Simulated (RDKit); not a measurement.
Input for RDKit: UFF on H2O (SMILES O).

```python
from rdkit import Chem
from rdkit.Chem import AllChem, rdDetermineBonds

blocks = [
'''3

O    -0.19007776   -0.24781612    2.39681354
H    -0.84490733   -0.95700487    2.35264028
H     0.59934588   -0.61042386    2.81993076
''',
]
mol = None
for b in blocks:
    f = Chem.MolFromXYZBlock(b)
    rdDetermineBonds.DetermineBonds(f, charge=0)
    mol = f if mol is None else Chem.CombineMols(mol, f)
Chem.SanitizeMol(mol)
print(Chem.MolToSmiles(Chem.RemoveHs(mol)))
ff = AllChem.UFFGetMoleculeForceField(mol, vdwThresh=100.0, ignoreInterfragInteractions=False)
e = ff.CalcEnergy()
print(f'UFF energy {e:.6f} kcal/mol')
```

The log:

```
O
UFF energy 0.789829 kcal/mol
```

The run finished.

Cost: around 0.03 core-seconds (rough).
